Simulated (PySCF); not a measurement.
SMILES c1csc(Cc2ccc[se]2)c1 (C9H8SSe), GFN2-xTB optimised geometry.

```
19

C      1.65     0.01     0.01
C      1.14    -1.24     0.00
S     -0.58    -1.24     0.00
C     -0.61     0.49     0.00
C     -1.91     1.23     0.08
C     -2.24     1.48     1.52
C     -2.96     0.67     2.34
C     -3.06     1.11     3.69
C     -2.40     2.27     3.95
Se    -1.55     2.95     2.45
C      0.65     1.01     0.01
H      2.71     0.23     0.01
H      1.67    -2.18    -0.01
H     -2.71     0.64    -0.38
H     -1.82     2.18    -0.46
H     -3.44    -0.23     1.99
H     -3.61     0.57     4.43
H     -2.34     2.77     4.90
H      0.85     2.06     0.02
```

Density from B3LYP/def2-SVP run with PySCF at that geometry.

Minimum of the electron density along straight lines between bonded atoms, close to the bond critical point (lines longer than 1.1 times the sum of covalent radii, or with two minima, are not listed):

```
bond     length / Å  ρ at the minimum / e bohr⁻³  ∇²ρ there / e bohr⁻⁵  position (fraction from the first atom)
-------  ----------  ---------------------------  --------------------  ---------------------------------------
C1–C2         1.355                        0.327                 -0.84                                     0.49
C2–S3         1.720                        0.216                 -0.47                                     0.47
S3–C4         1.732                        0.212                   [?]                                     0.53
C4–C5         1.495                        0.257                 -0.60                                     0.51
C5–C6         1.500                        0.254                 -0.59                                     0.49
C6–C7         1.358                        0.325                 -0.82                                     0.51
C7–C8         1.417                        0.296                 -0.74                                     0.50
C8–C9         1.355                        0.326                 -0.83                                     0.49
C6–Se10       1.875                        0.168                   [?]                                     0.49
C9–Se10       1.856                        0.173                   [?]                                     0.49
C1–C11        1.414                        0.297                 -0.74                                     0.50
C4–C11        1.360                        0.325                 -0.83                                     0.51
C1–H12        1.075                        0.284                 -1.09                                     0.63
C2–H13        1.072                        0.286                 -1.12                                     0.64
C5–H14        1.092                        0.278                 -1.02                                     0.63
C5–H15        1.093                        0.277                 -1.02                                     0.63
C7–H16        1.077                        0.283                 -1.07                                     0.63
C8–H17        1.077                        0.284                 -1.08                                     0.63
C9–H18        1.075                        0.284                 -1.10                                     0.64
C11–H19       1.076                        0.283                 -1.08                                     0.63
```

Problem. Some entries are withheld; supply them.

Solution. 
- S3–C4, ∇²ρ there / e bohr⁻⁵: -0.44
- C6–Se10, ∇²ρ there / e bohr⁻⁵: -0.18
- C9–Se10, ∇²ρ there / e bohr⁻⁵: -0.20
